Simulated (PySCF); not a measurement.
CH9ClN2Si2, SMILES C[Si@@](Cl)([SiH2]N)N.

Coordinates come from a r2SCAN-D4/def2-SVP optimisation. The structure was generated by enumeration; whether it is a known compound was not checked. One conformer was computed; it need not be the lowest.

These are PySCF 2.14.0 with TDA-PBE/def2-SVPD values and carry that method's errors.

Vertical excitations. 

Computed excitation energies, oscillator strengths and character:
```tsv
state	energy (eV)	λ (nm)	f	main pairs
S1	4.94	251	0.022	HOMO→LUMO 93 %
S2	5.27	235	0.022	HOMO→LUMO+1 91 %
S3	5.62	221	0.050	HOMO−1→LUMO 66 %, HOMO→LUMO+2 30 %
S4	5.62	220	0.019	HOMO→LUMO+2 63 %, HOMO−1→LUMO 30 %
S5	6.01	206	0.021	HOMO−1→LUMO+1 92 %
S6	6.24	199	0.006	HOMO→LUMO+3 50 %, HOMO−2→LUMO 30 %, HOMO→LUMO+4 16 %
T1	4.50	275	0	HOMO→LUMO 98 %
T2	4.91	253	0	HOMO→LUMO+1 95 %
```
Triplets are in the Tamm–Dancoff approximation.
